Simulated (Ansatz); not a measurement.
Ge3S6, relaxed as a singlet with RKS r2SCAN-D4/def2-SVP in Ansatz, starting from the GFN1-xTB geometry. Force threshold 0.03 eV/Å.

Another isomer (singlet) lies 0.11 eV lower at PBE0-D4/def2-TZVP; other spin states weren't run for this one.

Start:

```xyz
9

Ge    0.215   -1.418    1.633
Ge    0.940   -0.403   -1.919
Ge   -1.151    1.822    0.285
S    -0.198    1.409   -1.609
S    -2.242    3.517    0.550
S     1.815   -0.779   -3.716
S     0.415   -2.742    3.165
S    -0.920    0.401    1.898
S     1.127   -1.806   -0.287
```

```json
{"step": "1", "energy (eV)": "-234526.7005", "largest force component (eV/Å)": "1.179", "SCF passes": "18"}
{"step": "2", "energy (eV)": "-234526.8268", "largest force component (eV/Å)": "0.266", "SCF passes": "20"}
{"step": "3", "energy (eV)": "-234526.8743", "largest force component (eV/Å)": "0.083", "SCF passes": "21"}
{"step": "4", "energy (eV)": "-234526.8747", "largest force component (eV/Å)": "0.007", "SCF passes": "24"}
{"step": "5", "energy (eV)": "-234526.8747", "largest force component (eV/Å)": "0.001", "SCF passes": "13"}
{"step": "6", "energy (eV)": "-234526.8747", "largest force component (eV/Å)": "0.001", "SCF passes": "9"}
{"step": "7", "energy (eV)": "-234526.8747", "largest force component (eV/Å)": "0.002", "SCF passes": "14"}
{"step": "8", "energy (eV)": "-234526.8747", "largest force component (eV/Å)": "0.003", "SCF passes": "14"}
```

Force components are those of the run's own axes.

End:

```xyz
9

Ge    0.216   -1.427    1.644
Ge    0.944   -0.405   -1.932
Ge   -1.161    1.832    0.288
S    -0.204    1.471   -1.677
S    -2.244    3.522    0.549
S     1.819   -0.780   -3.718
S     0.422   -2.745    3.167
S    -0.962    0.418    1.980
S     1.170   -1.886   -0.301
```

By distances, no bond broke or formed. The bond that changes most is Ge1–S8, from 2.16 to 2.21 Å (atoms count from 1).

The force fell under the threshold at step 4, but the optimiser went on. No frequencies were taken in this run, so the end may be a saddle point.

Run time 49 s (4 threads of Arm Neoverse V1 on a shared host).
